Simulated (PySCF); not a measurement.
## Electron correlation in Kr²⁺ (krypton, charge +2)

Starting occupation: [Ar] 3d10 4s2 4p4, 4p1/2 with m_j = +1/2, 4p3/2 with m_j = -1/2, +1/2, +3/2. Computed with PySCF 2.14 in x2c-TZVPall-2c (6s7p4d1f, 54 functions), with X2C-1e with screened-nucleus spin-orbit coupling, Gaussian nucleus. Frozen: [Ne]; 24 electrons correlated.

MP2 pair energies summed by pair of shells (mhartree):

```csv
pair,energy,share (%)
3d-3d,-83.95,23.2
3d-3p,-68.43,18.9
4p-4s,-52.34,14.4
4p-4p,-52.17,14.4
3p-3p,-22.77,6.3
3d-4p,-22.29,6.2
3d-3s,-17.08,4.7
3d-4s,-12.39,3.4
3p-3s,-9.71,2.7
4s-4s,-8.24,2.3
3p-4p,-6.08,1.7
3p-4s,-3.67,1.0
3s-4p,-1.35,0.4
3s-3s,-1.19,0.3
3s-4s,-0.62,0.2
```

Total MP2 correlation energy: -362.28 mhartree.

The GHF reference relaxed away from the jj start to a determinant that is no pure jj level (⟨S²⟩ = 1.94, ⟨J²⟩ = 6.02); the energies belong to that determinant.

This basis was not built for core-valence correlation, so the inner-shell part is incomplete.
